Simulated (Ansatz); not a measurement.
```yaml
crystal:
  periodic: [false, false, false]
  atoms:
    - {symbol: C, position_ang: [1.930511, -0.791342, -0.711770]}
    - {symbol: C, position_ang: [1.289028, 0.026489, -1.827865]}
    - {symbol: C, position_ang: [1.688256, 0.592408, -3.307294]}
    - {symbol: N, position_ang: [0.604060, 1.163979, -1.090551]}
    - {symbol: Ti, position_ang: [0.204420, 1.663303, 0.620312]}
    - {symbol: O, position_ang: [-1.642405, 2.585983, 0.334104]}
    - {symbol: O, position_ang: [1.639786, 2.349501, 1.500520]}
    - {symbol: N, position_ang: [-0.696158, 0.014857, 1.418625]}
    - {symbol: C, position_ang: [-1.613500, -0.719202, 1.291015]}
    - {symbol: C, position_ang: [-1.631879, -2.070884, 0.689330]}
    - {symbol: C, position_ang: [-2.609167, -0.582741, 2.406220]}
    - {symbol: H, position_ang: [2.700456, -1.781768, -1.097726]}
    - {symbol: H, position_ang: [1.554350, -0.664091, 0.056308]}
    - {symbol: H, position_ang: [3.086751, -0.065542, -0.598271]}
    - {symbol: H, position_ang: [0.562653, -0.646867, -2.405047]}
    - {symbol: H, position_ang: [1.108811, 0.840634, -3.772586]}
    - {symbol: H, position_ang: [2.462877, 1.097166, -2.591746]}
    - {symbol: H, position_ang: [2.529552, -0.575297, -3.783187]}
    - {symbol: H, position_ang: [0.253777, 1.642781, -1.931787]}
    - {symbol: H, position_ang: [-1.630362, 3.765689, 0.630543]}
    - {symbol: H, position_ang: [2.268429, 2.442160, 1.482405]}
    - {symbol: H, position_ang: [0.235943, -0.477749, 2.198169]}
    - {symbol: H, position_ang: [-2.441142, -0.324802, 0.729733]}
    - {symbol: H, position_ang: [-1.015604, -2.787380, 1.559655]}
    - {symbol: H, position_ang: [-2.208427, -3.014775, 0.420207]}
    - {symbol: H, position_ang: [-0.815793, -2.233557, -0.262574]}
    - {symbol: H, position_ang: [-2.883573, 0.426904, 2.839318]}
    - {symbol: H, position_ang: [-3.534084, -1.324703, 2.741346]}
    - {symbol: H, position_ang: [-1.984054, -1.318262, 3.370654]}
basis:
  gaussian: {orbitals: cc-pVTZ-DK}
magnetization: {spin_polarized: true, initial_magnetization: 10}
hamiltonian: {xc: {name: HF}}
output: {forces: true}
```

```sh
$ ansatz run in.yaml --threads 11 --pin off --events-out ev --progress --plain --max-ram 174080MiB --backend cuda --devices 0, --max-vram 75GiB
```

It prints (some lines left out):

```
Functional definition: HF
3980 factors; their error is unknown
mean field evaluation 1: about -36647.6825 eV, gradient 6.0e1 eV
mean field evaluation 2: about -36599.2461 eV, gradient 1.1e2 eV
mean field evaluation 4: about -36674.9570 eV, gradient 1.9e1 eV
mean field evaluation 8: about -36679.5980 eV, gradient 1.8e0 eV
mean field evaluation 16: about -36680.0247 eV, gradient 3.8e-1 eV
mean field evaluation 32: about -36680.8274 eV, gradient 5.5e-2 eV
mean field evaluation 128: about -36680.4477 eV, gradient 3.5e-1 eV
mean field evaluation 160: about -36680.5489 eV, gradient 9.5e-1 eV
mean field evaluation 224: about -36680.4750 eV, gradient 1.4e-1 eV
mean field evaluation 256: about -36680.4595 eV, gradient 2.5e-1 eV
mean field evaluation 352: about -36680.4752 eV, gradient 1.2e-1 eV
mean field evaluation 384: about -36680.2373 eV, gradient 8.8e-1 eV
mean field evaluation 512: about -36680.4791 eV, gradient 1.8e-1 eV
mean field evaluation 576: about -36681.0827 eV, gradient 1.1e0 eV
mean field evaluation 608: about -36681.3571 eV, gradient 7.0e-1 eV
mean field evaluation 640: about -36680.8668 eV, gradient 3.7e-1 eV
mean field evaluation 672: about -36680.7160 eV, gradient 4.4e-1 eV
mean field evaluation 736: about -36680.8279 eV, gradient 3.9e-2 eV
mean field evaluation 768: about -36680.8289 eV, gradient 9.0e-4 eV
mean field -36681.47895879 eV, -1348.0194881361 hartree, gradient 5.6e-6 eV, S^2 30.102967; 6 other end points of the search recorded, 0 dependent functions left out
reference -36681.47895879 eV, -1348.0194881361 hartree; 58, 48 occupied and 562, 572 virtual orbitals, 3980 factors
Total energy: -36681.47895879 eV, -1348.0194881361 hartree
Relativity: scalar
Atom 0 at     1.930511    -0.791342    -0.711770 Å, force    16.360112    -0.675163   -16.649456 eV/Å
Atom 1 at     1.289028     0.026489    -1.827865 Å, force    -5.675063    -2.696510    -1.209193 eV/Å
Atom 2 at     1.688256     0.592408    -3.307294 Å, force    20.401938    -2.437942    24.760922 eV/Å
Atom 3 at     0.604060     1.163979    -1.090551 Å, force     1.898023    -3.748024   -11.748030 eV/Å
Atom 4 at     0.204420     1.663303     0.620312 Å, force    -1.197452     4.239119     6.101809 eV/Å
Atom 5 at    -1.642405     2.585983     0.334104 Å, force    -1.423911     0.870551    -0.135540 eV/Å
Atom 6 at     1.639786     2.349501     1.500520 Å, force   -56.930540    -8.156951     2.294797 eV/Å
Atom 7 at    -0.696158     0.014857     1.418625 Å, force     3.819976     4.903760    -1.244779 eV/Å
Atom 8 at    -1.613500    -0.719202     1.291015 Å, force   -12.291590    -6.344229    -1.722414 eV/Å
Atom 9 at    -1.631879    -2.070884     0.689330 Å, force     8.224232    -8.220734    -0.954552 eV/Å
Atom 10 at    -2.609167    -0.582741     2.406220 Å, force    -1.531162    -4.256356    10.046463 eV/Å
Atom 11 at     2.700456    -1.781768    -1.097726 Å, force    -3.928509     2.731422     1.723722 eV/Å
Atom 12 at     1.554350    -0.664091     0.056308 Å, force    -6.628409     0.776316    13.174261 eV/Å
Atom 13 at     3.086751    -0.065542    -0.598271 Å, force    -3.443938    -1.954339     0.365559 eV/Å
Atom 14 at     0.562653    -0.646867    -2.405047 Å, force    -0.751771     0.542041     2.383912 eV/Å
Atom 15 at     1.108811     0.840634    -3.772586 Å, force   -19.948154     8.696883   -16.101215 eV/Å
Atom 16 at     2.462877     1.097166    -2.591746 Å, force     0.283991     0.657655    -4.735566 eV/Å
Atom 17 at     2.529552    -0.575297    -3.783187 Å, force     3.714239    -4.942916    -1.811683 eV/Å
Atom 18 at     0.253777     1.642781    -1.931787 Å, force    -0.215412     0.644127     1.363553 eV/Å
Atom 19 at    -1.630362     3.765689     0.630543 Å, force     0.019117    -0.525430    -0.218694 eV/Å
Atom 20 at     2.268429     2.442160     1.482405 Å, force    59.458948     9.124022    -1.121580 eV/Å
Atom 21 at     0.235943    -0.477749     2.198169 Å, force     4.759780    -1.797927     3.592160 eV/Å
Atom 22 at    -2.441142    -0.324802     0.729733 Å, force    -1.447843     1.975723    -2.675591 eV/Å
Atom 23 at    -1.015604    -2.787380     1.559655 Å, force    -1.238017     2.296336    -2.372127 eV/Å
Atom 24 at    -2.208427    -3.014775     0.420207 Å, force    -1.714580     3.178568     0.562312 eV/Å
Atom 25 at    -0.815793    -2.233557    -0.262574 Å, force    -2.204340     1.283251     2.904061 eV/Å
Atom 26 at    -2.883573     0.426904     2.839318 Å, force     1.006834    -1.408036    -1.133628 eV/Å
Atom 27 at    -3.534084    -1.324703     2.741346 Å, force     2.007419     2.116868    -3.111910 eV/Å
Atom 28 at    -1.984054    -1.318262     3.370654 Å, force    -1.383920     3.127914    -2.327571 eV/Å
Dipole moment:    -0.343379    -2.198012    -1.008315 e Å
```

(1) What is wrong with this run?

## Answers

(1) The spin is set far too high for this molecule. Self-consistency was reached. The result belongs to that input, not to the molecule as meant.
